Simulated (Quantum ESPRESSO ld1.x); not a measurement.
Task: These are the eigenvalues of the occupied orbitals of an atom or ion with whole-number occupations (eV). All-electron calculation, Dirac Kohn-Sham, LDA (Slater exchange, Perdew-Zunger correlation), spin-unpolarised, spherical densities, point nucleus. Program: ld1.x of Quantum ESPRESSO 7.5.

1s1/2: -53574.3
2s1/2: -8936.50
2p1/2: -8502.63
2p3/2: -7703.44
3s1/2: -2007.60
3p1/2: -1818.05
3p3/2: -1652.19
3d3/2: -1325.37
3d5/2: -1289.14
4s1/2: -414.739
4p1/2: -339.913
4p3/2: -302.344
4d3/2: -178.795
4d5/2: -171.937
5s1/2: -63.6499
5p1/2: -42.1398
5p3/2: -36.5622
4f5/2: -23.8920
4f7/2: -22.8807
6s1/2: -7.4614
6p1/2: -3.5239
6p3/2: -2.9987

Which element is it, and in what charge state? The configuration may be excited. Open shells, if any, are shared by 2j + 1.

Result: Z = 66, dysprosium, charge 0: Dy in [Xe] 4f8 6s2 6p2. The list shows which subshells hold electrons but not how many an open one holds; the 1s level, -1968.8 hartree, gives Z - s = 62.8 by -(Z - s)^2/2, which with screening and relativity narrows Z to a few neighbours, and the depths of the outer levels then fix element, charge and occupations together.
